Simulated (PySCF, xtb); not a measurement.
CH₂I₂, SMILES ICI.

The structure is a stationary point at TPSSh-D3(BJ)/def2-SVP. The def2 effective core potentials stand for the cores of I; spin–orbit coupling is left out.

These are C-PCM-ωB97X/def2-SVP in PySCF values and carry that method's errors.

The values are the electrostatic part of the solvation free energy, E(continuum) − E(gas) at the gas-phase geometry, in a cavity of scaled van der Waals radii (PySCF's table); cavitation and dispersion terms are not included. In vacuum the orbital gap is 9.74 eV. The dipole moment in vacuum is 1.08 D.

Computed values in water (ε = 78.36), ethylethanoate (ε = 5.99), chloroform (ε = 4.71):
```csv
solvent,ε,ΔG(elec) (kcal/mol),dipole (D),gap (eV)
water,78.36,-3.3,1.57,9.91
ethylethanoate,5.99,-2.8,1.47,9.88
chloroform,4.71,-2.6,1.44,9.87
```

For comparison, GFN2-xTB/ALPB(water) (xtb, at the GFN2-xTB geometry, all terms of that model) gives -2.6 kcal/mol.
